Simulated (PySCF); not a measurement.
Delta-SCF ions had no search for a lower state. 

Cartesian coordinates (Å):
```xyz
19

C     -0.3064     2.8827    -0.6980
C      0.2844     1.8129    -0.1642
F      1.5607     1.9246     0.2439
C     -0.2691     0.4639     0.0348
C     -1.6590     0.3059     0.1296
C     -2.2262    -0.9522     0.2913
C     -1.4060    -2.0753     0.3687
C     -0.0241    -1.9235     0.2850
C      0.5763    -0.6659     0.1223
Si     2.4651    -0.6332     0.0083
H      0.2363     3.8257    -0.7695
H     -1.3245     2.8256    -1.0791
H     -2.3026     1.1873     0.0989
H     -3.3112    -1.0532     0.3684
H     -1.8405    -3.0690     0.4993
H      0.6095    -2.8128     0.3443
H      3.1115    -0.0832     1.2349
H      2.9475     0.1054    -1.1947
H      2.8783    -2.0657    -0.1244
```
Charge 0, multiplicity 1.

Q: Estimate the vertical ionisation energy (Delta-SCF), dipole moment and LUMO that PBE0-D3(BJ)/def2-TZVP // PBE0-D3(BJ)/def2-SVP run with PySCF returns for this input.

A: 
```json
{
  "vertical ionisation energy (Delta-SCF)": "8.54 eV",
  "dipole_moment": "2.24 D",
  "LUMO": "-1.44 eV"
}
```
